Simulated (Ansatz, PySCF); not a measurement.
Ta(O)(F)(OH)2 (FH2O3Ta), SMILES [OH][Ta]([OH])([F])=[O], multiplicity 1. Atoms are numbered in the order given.

```xyz
7

Ta    -0.0014     0.0267     0.0384
O      1.4793    -0.5235    -0.6674
F      0.4226     1.0559     1.5771
O     -0.9218     1.0724    -1.2655
H     -0.7343     1.3406    -2.1726
O     -1.0420    -1.5067     0.4927
H     -0.9115    -2.4592     0.4178
```
Charge 0, spin multiplicity 1.

Coordinates come from a B3LYP-D3(BJ)/def2-SVP optimisation. The multiplicity is an assumed one; no other spin state was optimised. The structure was generated by enumeration; whether it is a known compound was not checked. The def2 effective core potentials stand for the cores of Ta; spin–orbit coupling is left out. One conformer was computed; it need not be the lowest.

Two levels are set side by side: PBE-D3(BJ)/def2-SVP (Ansatz, a program for electronic structure) and B3LYP-D3(BJ)/def2-SVP (Ansatz). Each level has its own optimised geometry; the coordinates shown are those of the second. Frequencies come from the Hessian of PySCF at each geometry. Differences are taken from unrounded values.

```
quantity                            B3LYP-D3(BJ)
----------------------------------  ------------
mean bond length (Å)                       1.562
bond Ta1–O2 (Å)                            1.730
bond Ta1–F3 (Å)                            1.899
bond Ta1–O4 (Å)                            1.908
bond Ta1–O6 (Å)                            1.908
bond O4–H5 (Å)                             0.964
bond O6–H7 (Å)                             0.964
highest harmonic wavenumber (cm⁻¹)          3893
mean harmonic wavenumber (cm⁻¹)              911
zero-point energy (kcal/mol)               19.53
```

**Question.** What does PBE-D3(BJ) give, and how far is it from B3LYP-D3(BJ)? (The exact figures need the calculation; the answer reports its results.)

**Answer.** 
| quantity | PBE-D3(BJ) | PBE-D3(BJ) minus B3LYP-D3(BJ) |
|---|---|---|
| mean bond length (Å) | 1.570 | 0.008 |
| bond Ta1–O2 (Å) | 1.739 | 0.009 |
| bond Ta1–F3 (Å) | 1.904 | 0.005 |
| bond Ta1–O4 (Å) | 1.916 | 0.008 |
| bond Ta1–O6 (Å) | 1.916 | 0.008 |
| bond O4–H5 (Å) | 0.972 | 0.008 |
| bond O6–H7 (Å) | 0.972 | 0.008 |
| highest harmonic wavenumber (cm⁻¹) | 3786 | -107 |
| mean harmonic wavenumber (cm⁻¹) | 888 | -23 |
| zero-point energy (kcal/mol) | 19.03 | -0.50 |

GGA bonds tend to be longer and softer than those of functionals with exact exchange. Differences between two approximate levels are no errors against the true value.
